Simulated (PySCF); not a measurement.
PySCF input (PW6B95/def2-TZVPD):

```python
from pyscf import gto, scf, dft

mol = gto.M(
    atom='''
    Sn   -0.03075112    0.00813358    0.01617846
    H    -0.52910666    1.41107011   -1.20943496
    H     0.32364120   -1.15571194   -1.27742072
    H     0.13402966   -1.30657346    1.41728878
    H     1.60899190    0.64453646    0.26064385
    ''',
    basis='def2-tzvpd',
    ecp='def2-tzvp',
    charge=-1,
    spin=1,
    verbose=4,
)

mf = dft.UKS(mol, xc='pw6b95').density_fit(auxbasis='def2-universal-jkfit')
mf.grids.level = 3
mf.conv_tol = 1e-9
mf.max_cycle = 100
mf.max_memory = 1500
mf.kernel()
if not mf.converged:
    mf = mf.newton()
    mf.kernel(mf.make_rdm1())
for _ in range(2):
    mo, _, stable, _ = mf.stability(return_status=True)
    if stable:
        break
    mf.kernel(mf.make_rdm1(mo, mf.mo_occ))
mf.analyze()
```

End of the output:

```
Extra cycle  E= -216.774647129223  delta_E= -9.92e-12  |g|= 5.22e-05  |ddm|= 1.43e-05
converged SCF energy = -216.774647129223  <S^2> = 0.75796645  2S+1 = 2.0079506
uhf_internal: lowest eigs of H = [0.15384879 0.19009619 0.25566336]
<class 'pyscf.df.df_jk.DFUKS'> wavefunction is stable in the internal stability analysis
**** SCF Summaries ****
Total Energy =                        -216.774647129223126
Nuclear Repulsion Energy =              26.302424911118056
One-electron Energy =                 -436.740268287391530
Two-electron Energy =                  193.663196247050337
Two-electron Coulomb Energy =          213.423052872455571
DFT Exchange-Correlation Energy =      -19.759856625405234
HOMO-LUMO gap [eV] =                     2.417385383395841
**** MO energy ****
                             alpha | beta                alpha | beta
MO #1   energy= -4.93372822744018  | -4.93199993707423  occ= 1 | 1
MO #2   energy= -3.26653008314342  | -3.2649065152953   occ= 1 | 1
MO #3   energy= -3.26581959969142  | -3.26419269072125  occ= 1 | 1
MO #4   energy= -3.26474325102467  | -3.26331665130277  occ= 1 | 1
MO #5   energy= -0.830644277775607 | -0.828028436702196 occ= 1 | 1
MO #6   energy= -0.829984275598607 | -0.827802847017716 occ= 1 | 1
MO #7   energy= -0.82719259476085  | -0.825461318012973 occ= 1 | 1
MO #8   energy= -0.826546887081613 | -0.824221384385322 occ= 1 | 1
MO #9   energy= -0.825741009254905 | -0.824028564931371 occ= 1 | 1
MO #10  energy= -0.309654678497358 | -0.299240425633656 occ= 1 | 1
MO #11  energy= -0.146218556081585 | -0.119584466081077 occ= 1 | 1
MO #12  energy= -0.120408627463859 | -0.111794485278613 occ= 1 | 1
MO #13  energy= -0.0939747784758618 | -0.0758644479985895 occ= 1 | 1
MO #14  energy= 0.0241855205137931 | 0.113022795528711  occ= 1 | 0
MO #15  energy= 0.144600134350126  | 0.146918309195441  occ= 0 | 0
MO #16  energy= 0.172360223192738  | 0.176821997765984  occ= 0 | 0
MO #17  energy= 0.201001550095992  | 0.201273287963481  occ= 0 | 0
MO #18  energy= 0.201243286313848  | 0.20197699467768   occ= 0 | 0
MO #19  energy= 0.2027137963844    | 0.203764949165664  occ= 0 | 0
MO #20  energy= 0.2106075798755    | 0.211493123553189  occ= 0 | 0
MO #21  energy= 0.21185122315683   | 0.212742808432009  occ= 0 | 0
MO #22  energy= 0.21759255304894   | 0.218840909841694  occ= 0 | 0
MO #23  energy= 0.236626588569738  | 0.248744490758982  occ= 0 | 0
MO #24  energy= 0.275492712135961  | 0.279198994419484  occ= 0 | 0
MO #25  energy= 0.276653874659052  | 0.286635530125137  occ= 0 | 0
MO #26  energy= 0.282769620149828  | 0.291983572491234  occ= 0 | 0
MO #27  energy= 0.362044501440341  | 0.365720401334024  occ= 0 | 0
MO #28  energy= 0.363701046667411  | 0.367403048957955  occ= 0 | 0
MO #29  energy= 0.370811382435408  | 0.37753507767629   occ= 0 | 0
MO #30  energy= 0.375401463787316  | 0.381385914776287  occ= 0 | 0
MO #31  energy= 0.400397824486215  | 0.411091423435645  occ= 0 | 0
MO #32  energy= 0.407196819077445  | 0.413403300019665  occ= 0 | 0
MO #33  energy= 0.413864712702591  | 0.416453088997279  occ= 0 | 0
MO #34  energy= 0.428544717508265  | 0.435470253662696  occ= 0 | 0
MO #35  energy= 0.459246408907497  | 0.460100821998457  occ= 0 | 0
MO #36  energy= 0.463217924200971  | 0.467528718404171  occ= 0 | 0
MO #37  energy= 0.473779969295367  | 0.477523834252308  occ= 0 | 0
MO #38  energy= 0.476443530353216  | 0.484011286482819  occ= 0 | 0
MO #39  energy= 0.537658601688488  | 0.546396214255721  occ= 0 | 0
MO #40  energy= 0.552383953572198  | 0.558434235383869  occ= 0 | 0
MO #41  energy= 0.572162300691193  | 0.576188772270435  occ= 0 | 0
MO #42  energy= 0.572236074314475  | 0.576411847666277  occ= 0 | 0
MO #43  energy= 0.577853631090796  | 0.586859448588793  occ= 0 | 0
MO #44  energy= 0.627995266182707  | 0.630913275967169  occ= 0 | 0
MO #45  energy= 0.659119678230227  | 0.669935969505101  occ= 0 | 0
MO #46  energy= 0.685987200480516  | 0.702050861930268  occ= 0 | 0
MO #47  energy= 0.702542689515614  | 0.705894272809202  occ= 0 | 0
MO #48  energy= 0.838545837406823  | 0.849930117504343  occ= 0 | 0
MO #49  energy= 0.960283242582689  | 0.968299442878922  occ= 0 | 0
MO #50  energy= 0.981142140035941  | 0.987834730982681  occ= 0 | 0
MO #51  energy= 0.988248687725012  | 0.993598343892858  occ= 0 | 0
MO #52  energy= 1.01191724831628   | 1.02422901829071   occ= 0 | 0
MO #53  energy= 1.04159514591265   | 1.05190975675858   occ= 0 | 0
MO #54  energy= 1.06472836370193   | 1.0706028706178    occ= 0 | 0
MO #55  energy= 1.06823461621325   | 1.07749497154504   occ= 0 | 0
MO #56  energy= 1.20539435822908   | 1.21372756961368   occ= 0 | 0
MO #57  energy= 1.22279836648381   | 1.22636089891303   occ= 0 | 0
MO #58  energy= 1.22620051554043   | 1.23716739033344   occ= 0 | 0
MO #59  energy= 1.40588435082295   | 1.4165524358399    occ= 0 | 0
MO #60  energy= 1.42330755026226   | 1.43590113603871   occ= 0 | 0
MO #61  energy= 1.46078563886198   | 1.46360367035154   occ= 0 | 0
MO #62  energy= 1.46189963123818   | 1.46774023327976   occ= 0 | 0
MO #63  energy= 1.49663159589242   | 1.50126001999968   occ= 0 | 0
MO #64  energy= 1.81913950285265   | 1.84139501352724   occ= 0 | 0
MO #65  energy= 1.83206107584402   | 1.8545117149944    occ= 0 | 0
MO #66  energy= 1.89325676604783   | 1.9005314506172    occ= 0 | 0
MO #67  energy= 1.8996130957608    | 1.91592707747119   occ= 0 | 0
MO #68  energy= 1.90924068308388   | 1.93469495762569   occ= 0 | 0
MO #69  energy= 1.94644868155819   | 1.95326086566549   occ= 0 | 0
MO #70  energy= 1.95435234487012   | 1.95744341657258   occ= 0 | 0
MO #71  energy= 1.97567739145023   | 1.98116334945554   occ= 0 | 0
MO #72  energy= 2.13730570169727   | 2.15687381392299   occ= 0 | 0
MO #73  energy= 2.28015742464111   | 2.29959208872292   occ= 0 | 0
MO #74  energy= 2.39620932562501   | 2.40376558154941   occ= 0 | 0
MO #75  energy= 2.43478249048981   | 2.43431034944503   occ= 0 | 0
MO #76  energy= 2.49954008630261   | 2.50357177480818   occ= 0 | 0
MO #77  energy= 2.57868654146411   | 2.58246794745696   occ= 0 | 0
MO #78  energy= 2.57895391399174   | 2.5888072844805    occ= 0 | 0
MO #79  energy= 2.5954715465897    | 2.60105731395854   occ= 0 | 0
MO #80  energy= 2.6205334259332    | 2.62794486376376   occ= 0 | 0
MO #81  energy= 2.71728811941721   | 2.72451820618042   occ= 0 | 0
MO #82  energy= 2.82692186223813   | 2.85449600465958   occ= 0 | 0
MO #83  energy= 2.84576873938076   | 2.86392978657269   occ= 0 | 0
MO #84  energy= 2.92990068063587   | 2.94151966603601   occ= 0 | 0
MO #85  energy= 2.97223662546739   | 2.97166544686089   occ= 0 | 0
MO #86  energy= 3.10537102792244   | 3.12073209171649   occ= 0 | 0
MO #87  energy= 3.65230601725437   | 3.65723854828968   occ= 0 | 0
MO #88  energy= 36.3730633778538   | 36.2825745359787   occ= 0 | 0
MO #89  energy= 37.1817915995962   | 37.2252043747098   occ= 0 | 0
MO #90  energy= 37.2241128103517   | 37.2365185727797   occ= 0 | 0
MO #91  energy= 37.2308044793867   | 37.2626180019227   occ= 0 | 0
MO #92  energy= 112.974721949809   | 112.452460625884   occ= 0 | 0

To work with the spin densities directly, `use mulliken_meta_spin()` only printing them here.

WARN: Weak orthogonality for localized orbitals 8.082221138782004e-09

 ** Mulliken spin pop alpha/beta on meta-lowdin orthogonal AOs **
 ** Mulliken Spin Density (per AO)  **
spin_pop of  0 Sn 4s        0.00011
spin_pop of  0 Sn 5s        0.17935
spin_pop of  0 Sn 6s        0.00300
spin_pop of  0 Sn 7s        0.00092
spin_pop of  0 Sn 8s        0.00249
[...]
```
